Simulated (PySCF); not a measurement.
H3O3Si, SMILES O[Si](O)O, multiplicity 2. Geometry optimised at PBE0-D3(BJ)/def2-SVP. The isomer is the one that the SMILES or the coordinates give; other isomers of the formula were not compared. One conformer was computed; it need not be the lowest.

Computed equilibrium geometry at PBE0-D3(BJ)/def2-SVP (PySCF confirms it by a frequency run) as bond lengths and angles, and its point group (one conformer of several):
point group C3.
Atoms: O1 Si2 O3 O4 H5 H6 H7. Bond lengths (Å): O1–Si2 1.660, O1–H5 0.962, Si2–O3 1.660, Si2–O4 1.660, O3–H6 0.962, O4–H7 0.962. Bond angles (°): Si2–O1–H5 115.7, O1–Si2–O3 108.1, O1–Si2–O4 108.1, O3–Si2–O4 108.1, Si2–O3–H6 115.7, Si2–O4–H7 115.7.
Charge 0, spin multiplicity 2.
